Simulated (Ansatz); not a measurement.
Consider the redistribution: `[CH3][Ge][F]` + `BOCN` → `[CH3][Ge][NH2]` + `BOCF`.

Gas-phase electronic energies from Ansatz, PBE0-D4/def2-TZVP geometries. CBS: MP2 limit from def2 TZ/QZ plus the TZ coupled-cluster correction, frozen cores. Functionals use def2-TZVPP. HSE06 is defined as in plane-wave codes. For Ge outer-core shells are correlated without core-valence functions, which leaves a few kJ/mol of doubt a bond. Scalar relativity is left out up to krypton. Each species was taken in one conformer, which may not be the lowest.

| level | ΔE (kcal/mol) |
| --- | --- |
| PBE0-D4 | 12.8 |
| PBE | 13.6 |
| r2SCAN | 12.6 |
| HSE06 | 12.8 |
| RPA@PBE/def2-TZVPP | 11.2 |
| SCS-MP2/def2-QZVPP | 12.9 |
| HF/CBS(def2) | 12.7 |
| MP2/CBS(def2) | 12.9 |

Q: What does CCSD(T)/CBS give? (Best estimate.)

A: Computed: +12.6 kcal/mol. The listed levels differ from it by 0.2, 1.0, 0.0, 0.2, -1.4, 0.3, 0.1, 0.3 kcal/mol.

Largest T1 diagnostic among the species: 0.014.

From BLYP to BHLYP (50 % exact exchange), in def2-TZVPP and without D4, ΔE moves by −1.1 kcal/mol. Leaving LDA and LC-ωPBE aside and taking each functional with its dispersion term where it has one, the values, not all of them listed here, spread over 2.0 kcal/mol, from r2SCAN0-D4 to B97M-V. LDA lies −1.2 kcal/mol from PBE without D4.
